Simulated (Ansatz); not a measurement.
Molecule: SbF2, charge 1, multiplicity 1. 
Geometry from a B3LYP-D3(BJ)/def2-TZVP (Ansatz, a first-principles code) optimisation:
```
Sb
F 1 1.8520
F 1 1.8520 2 96.14
```
Charge +1, spin multiplicity 1.

Basis-set convergence of Hartree-Fock and MP2 correlation energies (hartree) with Ansatz. Cores are frozen in the correlated levels unless marked. Spin-orbit coupling is left out. Frozen are the shells of the preceding noble gas and the d and f shells that filled before the atom's block. Past Kr the def2 sets carry scalar-relativistic core potentials.

```tsv
basis	functions	E(HF)	E(corr, MP2)
def2-SVP	54	-437.68208	-0.45969
def2-TZVPP	112	-437.96889	-0.60456
def2-QZVPP	196	-437.98505	-0.66113
```

Extrapolating the two largest sets (X = 3 and 4) as X^-3: E(corr) = (64·(-0.66113) - 27·(-0.60456))/37 = -0.7024 Eh, an estimate of the basis-set limit. The largest set recovers 94.1 % of it, the smallest 65.4 %.
